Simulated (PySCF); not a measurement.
PySCF job for Cd(OMe)(GeH3) (CH6CdGeO), SMILES C[O][Cd][GeH3], TDA-B3LYP/def2-SVPD. The structure is a stationary point at r2SCAN-D4/def2-SVP. The def2 effective core potentials stand for the cores of Cd; spin–orbit coupling is left out. One conformer was computed; it need not be the lowest.

```python
import numpy as np
from pyscf import gto, scf, dft, tdscf

mol = gto.M(
    atom='''
    Cd   -0.02021404   -0.11262282   -0.45604346
    O    -0.27843966   -0.62107618   -2.35599982
    C    -1.47491969   -1.01851946   -2.95430292
    H    -2.27019778   -0.24214966   -2.92601252
    H    -1.29263098   -1.23918048   -4.02464889
    H    -1.91181870   -1.94150332   -2.51469537
    Ge    0.49131377    0.55594635    1.89549393
    H     1.26325000   -0.54550804    2.64243249
    H     1.34061061    1.83775736    1.95020381
    H    -0.80394481    0.82592259    2.68081725
    ''',
    basis='def2-SVPD',
    ecp={'Cd': 'def2-svp'},
    charge=0,
    spin=0,
    max_memory=1600,
    verbose=4,
)
mf = dft.RKS(mol, xc='b3lyp').density_fit(auxbasis='def2-universal-jkfit')
mf.grids.level = 3
mf.conv_tol = 1e-9
mf.max_cycle = 100
mf.kernel()
mf.grids = dft.Grids(mol).set(level=1).build(with_non0tab=True)  # coarser grid for the response kernel
td = tdscf.TDA(mf)
td.singlet = True
td.nstates = 10
td.conv_tol = 1e-4
td.positive_eig_threshold = 1e-6
td.kernel(x0=td.get_init_guess(mf, 15))
td.analyze()
tt = tdscf.TDA(mf)
tt.singlet = False
tt.nstates = 4
tt.conv_tol = 1e-4
tt.positive_eig_threshold = 1e-6
tt.kernel(x0=tt.get_init_guess(mf, 9))
tt.analyze(verbose=3)
```

Output:

```
PySCF version 2.14.0

[INPUT] verbose = 4
[INPUT] num. atoms = 10
[INPUT] num. electrons = 72
[INPUT] charge = 0
[INPUT] spin (= nelec alpha-beta = 2S) = 0
[INPUT] symmetry False subgroup None
[INPUT] Mole.unit = angstrom
[INPUT] Symbol           X                Y                Z      unit          X                Y                Z       unit  Magmom
[INPUT]  1 Cd    -0.020214040000  -0.112622820000  -0.456043460000 AA   -0.038198999471  -0.212826285176  -0.861797240299 Bohr   0.0
[INPUT]  2 O     -0.278439660000  -0.621076180000  -2.355999820000 AA   -0.526174699617  -1.173663882691  -4.452194409325 Bohr   0.0
[INPUT]  3 C     -1.474919690000  -1.018519460000  -2.954302920000 AA   -2.787194269828  -1.924722831940  -5.582823407803 Bohr   0.0
[INPUT]  4 H     -2.270197780000  -0.242149660000  -2.926012520000 AA   -4.290052052796  -0.457596538557  -5.529362299848 Bohr   0.0
[INPUT]  5 H     -1.292630980000  -1.239180480000  -4.024648890000 AA   -2.442718532328  -2.341711726107  -7.605484149635 Bohr   0.0
[INPUT]  6 H     -1.911818700000  -1.941503320000  -2.514695370000 AA   -3.612813742822  -3.668909544734  -4.752085536012 Bohr   0.0
[INPUT]  7 Ge     0.491313770000   0.555946350000   1.895493930000 AA    0.928448466528   1.050586341452   3.581964398475 Bohr   0.0
[INPUT]  8 H      1.263250000000  -0.545508040000   2.642432490000 AA    2.387196526857  -1.030860794348   4.993473708753 Bohr   0.0
[INPUT]  9 H      1.340610610000   1.837757360000   1.950203810000 AA    2.533386892586   3.472858093804   3.685351087983 Bohr   0.0
[INPUT] 10 H     -0.803944810000   0.825922590000   2.680817250000 AA   -1.519235510165   1.560767495191   5.066010392510 Bohr   0.0

nuclear repulsion = 347.268941648868
number of shells = 67
number of NR pGTOs = 263
number of NR cGTOs = 163
basis = def2-SVPD
ecp = {'Cd': 'def2-svp'}


[settings echo left out]
init E= -2346.73700992585
  HOMO = -0.620878463343651  LUMO = -0.538643596591628  gap/eV = 2.23772
cycle= 1 E= -2359.78558976515  delta_E=  -13  |g|= 2.43  |ddm|= 7.69
  HOMO = 0.05617307813335  LUMO = 0.0591848125942459  gap/eV = 0.08195
cycle= 2 E= -2305.59034944381  delta_E= 54.2  |g|=  8.4  |ddm|= 66.9
  HOMO = -0.278622574071496  LUMO = -0.136105783490789  gap/eV = 3.87808
cycle= 3 E= -2361.10901469923  delta_E= -55.5  |g|= 0.89  |ddm|= 66.6
  HOMO = -0.127607235899825  LUMO = -0.0643607913473455  gap/eV = 1.72102
cycle= 4 E= -2361.08759979521  delta_E= 0.0214  |g|= 1.21  |ddm|= 3.06
  HOMO = -0.250840477095539  LUMO = -0.0493543754637209  gap/eV = 5.48272
cycle= 5 E= -2361.39457945542  delta_E= -0.307  |g|= 0.403  |ddm|= 1.77
  HOMO = -0.233972574536139  LUMO = -0.0462523624888746  gap/eV = 5.10813
cycle= 6 E= -2361.42802353138  delta_E= -0.0334  |g|= 0.0875  |ddm|= 0.479
  HOMO = -0.244097897988309  LUMO = -0.0495034631433089  gap/eV = 5.29518
cycle= 7 E= -2361.42937615008  delta_E= -0.00135  |g|= 0.0341  |ddm|= 0.115
  HOMO = -0.246225473457785  LUMO = -0.0488315185388085  gap/eV = 5.37136
cycle= 8 E= -2361.42964749648  delta_E= -0.000271  |g|= 0.00786  |ddm|= 0.0396
  HOMO = -0.246579770535674  LUMO = -0.0485764701085543  gap/eV = 5.38794
cycle= 9 E= -2361.42965737238  delta_E= -9.88e-06  |g|= 0.0017  |ddm|= 0.00971
  HOMO = -0.246877810795828  LUMO = -0.0486294836238076  gap/eV = 5.39461
cycle= 10 E= -2361.42965852392  delta_E= -1.15e-06  |g|= 0.000325  |ddm|= 0.00364
  HOMO = -0.246873610030388  LUMO = -0.048644617062701  gap/eV = 5.39409
cycle= 11 E= -2361.42965854542  delta_E= -2.15e-08  |g|= 8.96e-05  |ddm|= 0.000525
  HOMO = -0.246860477247979  LUMO = -0.0486457389111478  gap/eV = 5.39370
cycle= 12 E= -2361.42965854705  delta_E= -1.63e-09  |g|= 1.68e-05  |ddm|= 9.99e-05
  HOMO = -0.246857891443612  LUMO = -0.0486448880610658  gap/eV = 5.39365
cycle= 13 E= -2361.42965854712  delta_E= -6.82e-11  |g|= 3.47e-06  |ddm|= 2.37e-05
  HOMO = -0.24685746653375  LUMO = -0.0486450216054478  gap/eV = 5.39364
Extra cycle  E= -2361.42965854712  delta_E= 2.73e-12  |g|= 3.39e-06  |ddm|= 1.02e-05
converged SCF energy = -2361.42965854712
tot grids = 40816
Overwritten attributes  positive_eig_threshold  of <class 'pyscf.tdscf.rks.TDA'>


******** <class 'pyscf.tdscf.rks.TDA'> for <class 'pyscf.df.df_jk.DFRKS'> ********
nstates = 10 singlet
deg_eia_thresh = 1.000e-03
wfnsym = None
conv_tol = 0.0001
eigh lindep = 1e-12
eigh level_shift = 0
eigh max_cycle = 100


Excitation energies (eV)
[4.35489614 4.7050405  4.7247801  4.94904295 4.97353923 5.40031309
 6.32861383 6.5077071  6.55415085 6.615849  ]

** Singlet excitation energies and oscillator strengths **
Excited State   1:      4.35490 eV    284.70 nm  f=0.0015
      36 -> 37       -0.70077
Excited State   2:      4.70504 eV    263.51 nm  f=0.0177
      35 -> 37       -0.45484
      36 -> 38        0.17282
      36 -> 39       -0.49967
Excited State   3:      4.72478 eV    262.41 nm  f=0.0031
      36 -> 38        0.67863
      36 -> 39        0.16509
Excited State   4:      4.94904 eV    250.52 nm  f=0.0044
      35 -> 38        0.18503
      35 -> 39       -0.67808
Excited State   5:      4.97354 eV    249.29 nm  f=0.0209
      35 -> 38        0.67102
      35 -> 39        0.18498
Excited State   6:      5.40031 eV    229.59 nm  f=0.2969
      34 -> 37        0.10205
      35 -> 37        0.49425
      36 -> 39       -0.44838
Excited State   7:      6.32861 eV    195.91 nm  f=0.3391
      34 -> 37        0.64338
      35 -> 37       -0.10715
      35 -> 40       -0.19722
Excited State   8:      6.50771 eV    190.52 nm  f=0.0074
      34 -> 39        0.18318
      36 -> 40       -0.66726
Excited State   9:      6.55415 eV    189.17 nm  f=0.1257
      34 -> 37        0.14161
      34 -> 38       -0.61006
      35 -> 40        0.27584
Excited State  10:      6.61585 eV    187.40 nm  f=0.1183
      34 -> 39        0.64775
      36 -> 40        0.16562
      36 -> 41        0.14969

** Transition electric dipole moments (AU) **
state          X           Y           Z        Dip. S.      Osc.
  1        -0.0255      0.1131     -0.0263      0.0141      0.0015
  2         0.0301      0.0751      0.3834      0.1535      0.0177
  3         0.0221     -0.1582     -0.0312      0.0265      0.0031
  4        -0.0101      0.1652     -0.0928      0.0360      0.0044
  5         0.1755     -0.0767     -0.3672      0.1715      0.0209
  6        -0.5201     -0.4290     -1.3377      2.2440      0.2969
  7         0.6672      0.4414      1.2439      2.1873      0.3391
  8        -0.0195      0.2008     -0.0766      0.0466      0.0074
  9         0.6166      0.0736     -0.6305      0.7830      0.1257
 10        -0.2593      0.8003     -0.1481      0.7297      0.1183

WARN: ECP detected. Skipping calculation of transition velocity and magnetic dipole moments, which have not yet been implemented.



******** <class 'pyscf.tdscf.rks.TDA'> for <class 'pyscf.df.df_jk.DFRKS'> ********
nstates = 4 triplet
deg_eia_thresh = 1.000e-03
wfnsym = None
conv_tol = 0.0001
eigh lindep = 1e-12
eigh level_shift = 0
eigh max_cycle = 100


Excitation energies (eV)
[4.09323971 4.19662285 4.5535153  4.63610077]

** Triplet excitation energies and oscillator strengths **
Excited State   1:      4.09324 eV    302.90 nm  f=0.0000
Excited State   2:      4.19662 eV    295.44 nm  f=0.0000
Excited State   3:      4.55352 eV    272.28 nm  f=0.0000
Excited State   4:      4.63610 eV    267.43 nm  f=0.0000
```

The run converged.
